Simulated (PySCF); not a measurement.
Compound: C2H7BO2S.
SMILES: `COB(O)SC`

Torsions of this conformer, `[CH3:1][O:2][B:3]([OH:4])[S:5][CH3:6]`: C1–O2–B3–O4 0°, O2–B3–S5–C6 1°, H–O4–B3–O2 2°.

The closed-shell ground state was solved at several levels (PySCF, density fitting, gas phase, non-relativistic). One conformer (not necessarily the lowest) at the PBE0-D3(BJ)/def2-SVP geometry, without solvent, vibrations or thermal averaging.

| level | basis functions | HOMO (eV) | LUMO (eV) | gap (eV) | dipole (D) |
| --- | --- | --- | --- | --- | --- |
| OPBE/pcSseg-1 | 144 | -5.49 | 0.07 | 5.56 | 3.69 |
| B97-D/pcSseg-1 | 144 | -5.45 | -0.03 | 5.42 | 3.70 |
| BHandHLYP/pcSseg-1 | 144 | -7.77 | 1.42 | 9.19 | 3.97 |
| PBE0/6-31+G* | 126 | -6.70 | -0.23 | 6.47 | 3.87 |
| PBE/def2-SVPD | 189 | -5.56 | -0.72 | 4.84 | 3.46 |
| LC-wPBE/pcSseg-1 | 144 | -9.38 | 2.94 | 12.32 | 4.11 |
| LC-wPBE/def2-SVPD | 189 | -9.42 | 1.52 | 10.94 | 3.77 |
| PBE0/6-31G* | 102 | -6.52 | 1.57 | 8.09 | 3.90 |
| HF/pcSseg-1 | 144 | -9.48 | 3.65 | 13.13 | 4.18 |
| B3LYP/def2-SVPD | 189 | -6.52 | -0.33 | 6.19 | 3.56 |

Problem. What might mPW1PW91/pcSseg-1 (144 basis functions) give for the same quantities?

Solution. HOMO -6.73 eV, LUMO 0.72 eV, gap 7.45 eV, dipole 3.89 D.

Problem. Over all these levels, which gives the widest orbital gap and which the narrowest?

Solution. HF/pcSseg-1 (Hartree–Fock, all exact exchange) has the widest, 13.13 eV, and PBE/def2-SVPD (GGA) the narrowest, 4.84 eV. Functional and basis both differ between the two, so the spread mixes both effects.

Problem. In the pcSseg-1 basis, how does the gap go with the fixed share of exact exchange?

Solution. B97-D (0 %) 5.42 eV; OPBE (0 %) 5.56 eV; mPW1PW91 (25 %) 7.45 eV; BHandHLYP (50 %) 9.19 eV; HF (100 %) 13.13 eV. Each rise in the share widens the gap here.

Problem. How far do the dipole and the HOMO energy spread over the levels?

Solution. The dipole runs from 3.46 to 4.18 D (mean 3.83 D) and the HOMO from -9.48 to -5.45 eV.
